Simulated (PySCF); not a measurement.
CH3GeIO, neutral, multiplicity 1. Atoms are numbered in the order given.

```xyz
7

Ge     0.9473     1.0705     0.0000
I     -0.1627    -1.3100     0.0000
O     -0.4655     2.1729     0.0000
C     -1.8682     1.9881     0.0000
H     -2.1521     0.9122     0.0000
H     -2.3038     2.4747     0.8990
H     -2.3038     2.4747    -0.8990
```

Geometry optimised at PBE-D3(BJ)/def2-SVP. The structure was generated by enumeration; whether it is a known compound was not checked. The def2 effective core potentials stand for the cores of I; spin–orbit coupling is left out. One conformer was computed; it need not be the lowest.

These are PBE-D3(BJ)/def2-SVP (PySCF) values and carry that method's errors.

Frequencies are harmonic and unscaled.

```csv
mode,ν (cm⁻¹),IR (km/mol),moving atoms (share of kinetic energy)
1,79,0.1,H 99 %
2,120,2.0,"C 43 %, I 21 %, H 16 %, Ge 11 %, O 10 %"
3,163,10.6,"O 64 %, H 17 %, C 12 %"
4,208,17.6,"Ge 55 %, I 34 %"
5,292,26.0,"O 43 %, C 20 %, Ge 20 %, H 15 %"
6,561,69.4,"O 50 %, Ge 23 %, C 20 %"
7,1083,164.7,"O 51 %, C 42 %"
8,1122,1.5,"H 77 %, C 18 %"
9,1133,3.0,"H 70 %, C 20 %, O 10 %"
10,1401,12.2,"H 88 %, C 9 %"
11,1411,6.0,H 97 %
12,1413,2.1,H 96 %
13,2932,62.1,H 98 %
14,3024,11.6,"H 90 %, C 10 %"
15,3031,20.1,"H 90 %, C 10 %"
```
